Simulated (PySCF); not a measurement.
[Tm(NH3)3]3+: from a saddle point downhill

PySCF 2.14.0, RKS PBE0, Tm lcecp-1-SVP with ECP58, N def2-SVP, H def2-SVP; non-relativistic Hamiltonian with scalar-relativistic core potentials where named; density fitting; no spin-orbit coupling. Relaxed within the symmetry of its start, the geometry (C3h) is

```xyz
13

Tm    0.0000    0.0000    0.0000
N     2.3635    0.0009    0.0000
H     2.8153   -0.4677    0.8087
H     2.8153   -0.4677   -0.8087
H     2.8155    0.9348    0.0000
N    -1.1825    2.0464    0.0000
H    -1.0026    2.6720    0.8087
H    -1.0026    2.6720   -0.8087
H    -2.2174    1.9709    0.0000
N    -1.1810   -2.0473    0.0000
H    -1.8127   -2.2043    0.8087
H    -1.8127   -2.2043   -0.8087
H    -0.5982   -2.9057    0.0000
```

and its lowest harmonic modes are -42, -40, -39, -39, 81, 81 cm⁻¹ (negative: unstable). It was moved along the lowest mode and relaxed again, within the group C3 that the move left.

(1) Where does it end, and how much lower?

(2) How do the contacts change?

No frequency check is given for the end, and other unstable modes may remain.

An lcecp potential fixes the number of 4f electrons, so in runs with it no electron can move into or out of that shell.

State: singlet in the valence, with the 4f electrons in the core potential.

Results:

(1) In C3, 0.036 eV lower, after 15 steps:
```xyz
13

Tm    0.0000    0.0000    0.6975
N     2.2346   -0.0011   -0.0430
H     2.9313   -0.3163    0.6598
H     2.4491   -0.6052   -0.8587
H     2.6120    0.9195   -0.3363
N    -1.1164    1.9358   -0.0430
H    -1.1918    2.6967    0.6598
H    -0.7004    2.4236   -0.8587
H    -2.1023    1.8023   -0.3363
N    -1.1183   -1.9347   -0.0430
H    -1.7396   -2.3805    0.6598
H    -1.7487   -1.8184   -0.8587
H    -0.5096   -2.7218   -0.3363
```

(2) 
```
      contact  saddle (Å)  end (Å)
 Tm1–N2 (NH3)       2.364    2.354
 Tm1–N6 (NH3)       2.364    2.354
Tm1–N10 (NH3)       2.364    2.354
```
